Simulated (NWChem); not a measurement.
System: CH3FO2Si2; SMILES O=C1[SiH2]O[Si@@H]1F

```xyz
9

O     -2.0930    -1.0867     0.0142
C     -0.9673    -0.6645    -0.0170
Si     0.8760    -1.3607     0.2430
O      1.3623     0.1950    -0.2287
Si    -0.0615     1.0441    -0.4441
F     -0.2366     2.1971     0.6660
H      1.3091    -1.6917     1.6246
H      1.3432    -2.3966    -0.7132
H     -0.1426     1.7001    -1.7712
```
Atoms are numbered in this order, from 1.

All runs: NWChem. Pople sets run with spherical d functions. All runs use the structure optimised with B3LYP/6-31G* (spherical d). B3LYP is NWChem's, with the RPA form of VWN correlation. GIAO values for the isolated, static molecule; σ is the absolute isotropic shielding, δ = σ(reference) − σ with the isolated reference molecule computed at the same levels (13C: tetramethylsilane, 19F: trichlorofluoromethane, 1H: tetramethylsilane, 17O: water, 29Si: tetramethylsilane).

For level B3LYP/6-31G*:

```
Property      Value
-----------  ------
δ C2 (ppm)    276.6
δ Si3 (ppm)     4.5
δ O4 (ppm)    112.9
δ Si5 (ppm)    -4.2
δ F6 (ppm)   -135.2
δ H7 (ppm)     5.74
δ H9 (ppm)     5.74
```

Q: Estimate the same quantities for level Hartree-Fock/6-31G*.

A: The δ C2 (ppm) is 283.5, the δ Si3 (ppm) comes out as -10.1 and the δ O4 (ppm) is 80.5. The δ Si5 (ppm) comes out as -23.4 and the δ F6 (ppm) is -102.4. The δ H7 (ppm) comes out as 5.43 and the δ H9 (ppm) is 5.41.
